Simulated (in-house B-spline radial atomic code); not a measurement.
**Correlation energy from the adiabatic connection: −Z/r, Z = 1.5, wall at 1 bohr**

Two electrons in a singlet, external potential −Z/r, Z = 1.5, wall at 1 bohr (atomic units). Full CI in B-splines (partial waves to l = 8, correlation up to 0.6 % small) with the density held fixed gives W(λ) = <V_ee>_λ − U, and E_c is the integral of W(λ) − W(0) from 0 to 1.

```
   λ  W(λ) − W(0) (hartree)
   0                0.00000
0.02               -0.00201
0.05               -0.00501
0.12               -0.01191
0.25               -0.02441
 0.4               -0.03834
 0.6               -0.05612
 0.8               -0.07305
   1               -0.08918
```

Integrate the table by the trapezoid rule.

The strips give -0.00002, -0.00011, -0.00059, -0.00236, -0.00471, -0.00945, -0.01292, -0.01622, which sum to -0.04637 hartree. The direct value, W(1) − W(0) + T_c with T_c = 0.04276, is -0.04642; the curve is convex, so chords lie above it and the trapezoids fall short in size by 0.11 %.

Now use only three numbers: W(0) = -1.9427, the initial slope W'(0) = -0.1008 (extrapolated from the first points) and the strong-coupling limit of the point-charge-plus-continuum model, W∞ = -2.1533. What do second-order theory and the interpolation W(λ) = W∞ + (W(0) − W∞)/√(1 + 2χλ) of Seidl, Perdew and Levy give?

Second order keeps the slope alone: E_c = W'(0)/2 = -0.05040, +9 % in size against -0.04642. Matching the slope fixes χ = W'(0)/(W∞ − W(0)) = -0.1008/(-0.21060) = 0.47863. Integrating, with s = √(1 + 2χ) = 1.399023, E_c = −(W(0) − W∞)(s − 1)/(s + 1) = −0.21060 × 0.399023/2.399023 = -0.03503 hartree, -24.5 % in size against the full result. At λ = 1 the formula gives W − W(0) = -0.06007 against -0.08918. Part of the miss can come from the model's W∞, which here lies above the computed W at λ = 10, -2.36563.
